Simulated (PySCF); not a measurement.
# Electron correlation in Sc⁺ (scandium, charge +1)

[Ar] 4s2, closed-shell 1S (an excited configuration). Computed with PySCF 2.14 in def2-QZVPPD, with no relativity, point nucleus. Frozen: [Ar]; 2 electrons correlated.

With two correlated electrons CCSD is exact within the correlated space (frozen core and kept virtual orbitals).

| level | correlation energy (mhartree) |
| --- | --- |
| CCSD | -34.92 |

Diagnostics: T1 = 0.012, D1 = 0.0166, largest double amplitude 0.115.

Cost of the coupled-cluster step: of the order of 4 core-seconds, for 2 correlated electrons.

Iterations:

```
CC2 = 0
CCSD nocc = 1, nmo = 84
frozen orbitals [0, 1, 2, 3, 4, 5, 6, 7, 8]
max_cycle = 100
direct = 0
conv_tol = 1e-08
conv_tol_normt = 1e-06
diis_space = 8
diis_start_cycle = 0
Init t2, MP2 energy = -759.485677927669  E_corr(MP2) -0.0248659328271758
Init E_corr(CCSD) = -0.0248659328334088
cycle = 1  E_corr(CCSD) = -0.0296445841281574  dE = -0.00477865129  norm(t1,t2) = 0.0544194
cycle = 2  E_corr(CCSD) = -0.0321956779400101  dE = -0.00255109381  norm(t1,t2) = 0.0295202
cycle = 3  E_corr(CCSD) = -0.0346526155300453  dE = -0.00245693759  norm(t1,t2) = 0.0166285
cycle = 4  E_corr(CCSD) = -0.0348383713027852  dE = -0.000185755773  norm(t1,t2) = 0.00654303
cycle = 5  E_corr(CCSD) = -0.0348440543918596  dE = -5.68308907e-06  norm(t1,t2) = 0.00320184
cycle = 6  E_corr(CCSD) = -0.0349220012114703  dE = -7.79468196e-05  norm(t1,t2) = 0.00115647
cycle = 7  E_corr(CCSD) = -0.0349099541462977  dE = 1.20470652e-05  norm(t1,t2) = 0.000162649
cycle = 8  E_corr(CCSD) = -0.0349164561992434  dE = -6.50205295e-06  norm(t1,t2) = 4.53511e-05
cycle = 9  E_corr(CCSD) = -0.0349150744627299  dE = 1.38173651e-06  norm(t1,t2) = 1.7044e-05
cycle = 10  E_corr(CCSD) = -0.034915204209942  dE = -1.29747212e-07  norm(t1,t2) = 3.99438e-06
cycle = 11  E_corr(CCSD) = -0.0349151772104717  dE = 2.69994703e-08  norm(t1,t2) = 1.03157e-06
cycle = 12  E_corr(CCSD) = -0.0349151747953622  dE = 2.41510948e-09  norm(t1,t2) = 1.46671e-07
CCSD converged
E(CCSD) = -759.4957271696377  E_corr = -0.0349151747953622
```
